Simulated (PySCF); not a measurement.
# Radial density of Sr⁺ (strontium, charge +1)

UHF, [Kr] 5s1, 2S determinant. All numbers are calculated (PySCF 2.14, scalar relativity through the core potential, in def2-TZVP with the def2 core potential (28 electrons)). This is the valence pseudo-density: the core potential removes the inner electrons and smooths the orbitals near the nucleus.

| r (bohr) | 4πr²ρ (e/bohr) | 4πr²(ρα − ρβ) |
| --- | --- | --- |
| 0.0852 | 2.043e-05 | 0.0000 |
| 0.143 | 0.0001238 | 0.0000 |
| 0.241 | 0.001339 | 0.0000 |
| 0.405 | 0.03836 | 0.0008 |
| 0.682 | 1.232 | 0.0211 |
| 1.15 | 6.539 | 0.0427 |
| 1.93 | 3.404 | 0.0231 |
| 3.24 | 0.4957 | 0.3148 |
| 5.46 | 0.1417 | 0.1413 |
| 9.18 | 0.002638 | 0.0026 |

Energies and moments cover only the electrons outside the core potential.
